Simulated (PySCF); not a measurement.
Calculation: PBE-D3(BJ)/def2-TZVP // B3LYP-D3(BJ)/def2-TZVP run with PySCF. Isolated molecules, 0 K electronic values unless said otherwise. One relaxed conformer stands for a flexible species; it need not be the lowest. 

Reference species (SMILES): `N(CO)=C` (C–N–C–O torsion -130°, N–C–O–H torsion -47°) (neutral, multiplicity 1).

```
Property         Result
-------------  --------
LUMO           -1.79 eV
HOMO–LUMO gap   4.46 eV
HOMO           -6.25 eV
```

Changed species: `O(/C=N\[H])C` (C–O–C–N torsion 0°).

Predict the effect on the LUMO, HOMO–LUMO gap and HOMO.

the LUMO rises by 1.24 eV, to -0.55 eV; the HOMO–LUMO gap rises by 1.44 eV, to 5.90 eV; the HOMO decreases by 0.20 eV, to -6.45 eV.
